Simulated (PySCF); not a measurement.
A GIAO shielding run with PySCF 2.14 (density fitting, non-relativistic, gas phase) on SMILES C(=O)[C@@]1(F)CO[SiH2][C@H]1F, C₄H₆F₂O₂Si:

```
$ OMP_NUM_THREADS=1 python probes_run.py task.json out

{"job": {"kind": "nmr", "xc": "PBE0", "basis": "pcSseg-1"}, "charge": 0, "multiplicity": 1}
O     -1.210875    -0.537153     1.697072
C     -1.610930    -0.392608     0.578880
C     -0.695432    -0.053127    -0.570031
F     -1.399802    -0.092553    -1.758406
C     -0.159813     1.381325    -0.355917
O      0.904004     1.352032     0.540537
Si     1.601558    -0.112494     0.790627
C      0.521153    -0.971849    -0.557588
F      0.156658    -2.274720    -0.293265
H     -2.676440    -0.461808     0.303104
H     -0.941812     2.038100     0.038495
H      0.171255     1.771416    -1.325466
H      2.979209    -0.035834     0.316831
H      1.383404    -0.619237     2.128269
H      0.973450    -0.983500    -1.555055
```

Hardware: 1 thread of an Arm Neoverse N1, shared host. The job also computes population analyses, field gradients, ring-centre shieldings.

**Question.** How large is the calculation?

**Answer.** 78 electrons, 190 basis functions and 1009 auxiliary functions.

**Question.** How long does it take, and how much memory does it need?

**Answer.** 73 s of wall time, with 14 SCF cycles and 5 response iterations; peak memory 0.85 GiB. Times on a shared host scatter by some tens of per cent.
